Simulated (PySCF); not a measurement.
## Ionising WCl

TPSSh; PySCF, scalar-relativistic core potentials, basis sets W def2-TZVPPD with ECP60, Cl def2-TZVPPD. Neutral (UKS): sextet (σ ↑, π ↑↑, δ ↑↑), Re = 2.285 Å, ωe = 377 cm⁻¹, HOMO -5.25 eV, LUMO -3.14 eV.

WCl⁻ (UKS): quintet (π ↑↑, δ ↑↑), Re = 2.373 Å, ωe = 291 cm⁻¹. The energies at the minima are -527.24285 hartree for WCl and -527.27921 for WCl⁻.

Work out the adiabatic electron affinity, without and with harmonic zero-point energies (1 hartree = 27.2114 eV, 1 eV = 8065.5 cm⁻¹), and the change of the bond length.

At TPSSh: 0.03636 hartree = 0.989 eV between the minima; the zero-point term (377.0 − 291.0)/2 cm⁻¹ = +0.005 eV makes it 0.995 eV. Re changes by +8.8 pm against the neutral. The electron enters a σ orbital; in so polar a molecule the change of length follows mostly from the change of the ionic charges.

De is left out where the level can put another filling of the metal’s s and d shells below the measured ground configuration, by anything from nothing to about 1 eV. These are scalar-relativistic numbers at best; spin–orbit coupling would shift them, the dissociation energy most. The highest Kohn–Sham level is positive in this anion. Much of that is self-interaction error, but it also means that the finite basis helps to hold the extra electron. With d or f electrons several states lie close, and the lowest PBE0 determinant need not be the measured ground state.
